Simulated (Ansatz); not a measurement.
```yaml
crystal:
  periodic: [false, false, false]
  atoms:
    - {symbol: C, position_ang: [0.823736, -1.379295, -0.045303]}
    - {symbol: N, position_ang: [-0.067686, -0.204157, 0.084884]}
    - {symbol: W, position_ang: [-0.777896, 1.469396, 0.010781]}
    - {symbol: O, position_ang: [-2.220957, 0.446979, -0.026957]}
    - {symbol: Cl, position_ang: [-0.475873, 2.737240, -2.059638]}
    - {symbol: Cl, position_ang: [-0.627749, 2.622361, 2.374135]}
    - {symbol: H, position_ang: [-0.024721, -1.872069, -0.131835]}
    - {symbol: H, position_ang: [1.378977, -1.514811, 0.871549]}
    - {symbol: H, position_ang: [1.653294, -1.393738, -0.803422]}
basis:
  gaussian: {orbitals: def2-mTZVP}
total_charge: -1
magnetization: {spin_polarized: false, initial_magnetization: 1}
hamiltonian: {xc: {name: HF}}
correlation: {method: ccsd}
```

```sh
$ ansatz run in.yaml --threads 4 --pin off --events-out ev --progress --plain --max-ram 11315MiB
```

It prints (some lines left out):

```
Functional definition: HF
1430 factors; integrals over basis functions are off by at most 9.9e-4 eV
mean field evaluation 1: about -31397.5335 eV, gradient 7.4e1 eV
mean field evaluation 2: about -31397.7130 eV, gradient 7.4e1 eV
mean field evaluation 4: about -31412.0206 eV, gradient 1.1e1 eV
mean field evaluation 8: about -31412.7680 eV, gradient 1.3e0 eV
mean field evaluation 16: about -31412.8180 eV, gradient 2.4e-2 eV
mean field evaluation 64: about -31412.8169 eV, gradient 1.0e-1 eV
mean field evaluation 96: about -31412.8180 eV, gradient 3.6e-5 eV
mean field -31412.81804996 eV, -1154.3997709632 hartree, gradient 3.3e-6 eV, S^2 0.750000; 15 other end points of the search recorded, 0 dependent functions left out
determinant -31412.81804996 eV, -1154.3997709632 hartree, with singles and doubles -31444.40896271 eV, -1155.5607155938 hartree
determinant -31412.26160374 eV, -1154.3793219419 hartree, with singles and doubles -31443.56603541 eV, -1155.5297385866 hartree
determinant -31411.72852008 eV, -1154.3597314787 hartree, with singles and doubles -31443.01443176 eV, -1155.5094675266 hartree
determinant -31411.14469447 eV, -1154.3382762831 hartree, with singles and doubles -31441.60173492 eV, -1155.4575518751 hartree
determinant -31410.76011959 eV, -1154.3241434171 hartree, with singles and doubles -31441.27889812 eV, -1155.4456878415 hartree
unrestricted determinant -31413.72171014 eV, -1154.4329798623 hartree, S^2 1.9220
13 core orbitals not correlated: weight in the atoms' cores, before any rotation towards them, 1.000 or more for the frozen orbitals, at most 0.000 for the correlated occupied ones
reference -31412.81804996 eV, -1154.3997709632 hartree; 24, 23 occupied and 114, 115 virtual orbitals, 1430 factors
second order -32.38348524 eV of doubles, -0.03530885 eV of singles
cycle   1  -31.59137283 eV  change   -4.6e-4 eV  update   8.8e-3
cycle   2  -31.58234824 eV  change    9.0e-3 eV  update   7.1e-3
cycle   3  -31.58371820 eV  change   -1.4e-3 eV  update   6.2e-3
cycle   4  -31.59235027 eV  change   -8.6e-3 eV  update   3.1e-3
cycle   5  -31.60263202 eV  change   -1.0e-2 eV  update   2.5e-3
cycle   6  -31.59451507 eV  change    8.1e-3 eV  update   1.8e-3
cycle   7  -31.59583803 eV  change   -1.3e-3 eV  update   1.2e-3
cycle   8  -31.59655421 eV  change   -7.2e-4 eV  update   7.8e-4
cycle   9  -31.59651135 eV  change    4.3e-5 eV  update   5.4e-4
cycle  10  -31.59702917 eV  change   -5.2e-4 eV  update   3.1e-4
cycle  11  -31.59698642 eV  change    4.3e-5 eV  update   1.9e-4
cycle  12  -31.59677348 eV  change    2.1e-4 eV  update   1.2e-4
cycle  13  -31.59685988 eV  change   -8.6e-5 eV  update   6.6e-5
cycle  14  -31.59681722 eV  change    4.3e-5 eV  update   3.6e-5
WARN: the results are in doubt because among natural orbitals full CI differs from the method by -0.129 eV
Total energy: -31444.41486718 eV, -1155.5609325790 hartree
In doubt: among natural orbitals full CI differs from the method by -0.129 eV
```

Hardware: 4 threads of an Arm Neoverse V2 on a shared host. Wall time 6.6 min, peak host memory 4.1 GiB.
